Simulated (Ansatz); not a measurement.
`OB[TeH]` + CH₃NH₂ → `CNBO` + H₂Te at 298.15 K and 1 bar (ligand exchange at a B–Te bond).

Program: Ansatz. Geometries: PBE0-D4/def2-TZVP. ΔE: electronic, gas phase. CBS: MP2 limit from def2 TZ/QZ plus the TZ coupled-cluster correction, frozen cores. Elements past krypton have def2 core potentials. For Te outer-core shells are correlated without core-valence functions, which leaves a few kJ/mol of doubt a bond. One conformer a species, not always the lowest.

```tsv
species	CCSD(T)/CBS energy (Eh)	H − E (kJ/mol)	S (J/(mol·K))
`OB[TeH]`	-369.55161	105.2	296.7
CH₃NH₂	-95.75281	180.0	240.4
`CNBO`	-196.42143	235.1	295.4
H₂Te	-268.91024	41.3	228.4
```

H − E and S are ideal-gas, rigid-rotor, harmonic terms from PBE0-D4/def2-TZVP, for one conformer and one mirror image of each species. 1 Eh = 2625.50 kJ/mol, R = 8.31446 J/(mol·K).

Q: By hand: ΔE, ΔH, ΔS and ΔG.

A: ΔE = (-196.42143) + (-268.91024) − (-369.55161) − (-95.75281) = -0.02725 Eh = -71.5 kJ/mol. Δ(H − E) = 235.1 + 41.3 − 105.2 − 180.0 = -8.8, so ΔH = -80.3 kJ/mol. ΔS = 295.4 + 228.4 − 296.7 − 240.4 = -13.3 J/(mol·K). ΔG = -80.3 − 298.15 × (-13.3)/1000 = -76.3 kJ/mol.

Q: By hand: the equilibrium constant, and the temperature at which ΔG would vanish if ΔH and ΔS stayed fixed.

A: log₁₀ K = −ΔG/(RT ln 10) = 13.4. ΔG = 0 at ΔH/ΔS = 6038 K, far beyond where these terms or the molecules hold.

The number of gas molecules stays the same, so ΔS is small and ΔH decides. A doubt of 5 kJ/mol in ΔE shifts log₁₀ K by 0.9 here. Other conformers and mirror images would add mixing entropy, several J/(mol·K) or more a flexible species. These are equilibria of isolated gas molecules and say nothing of rates. Largest T1 diagnostic: 0.013 (customary marks: 0.02 for closed shells, 0.045 for open ones).
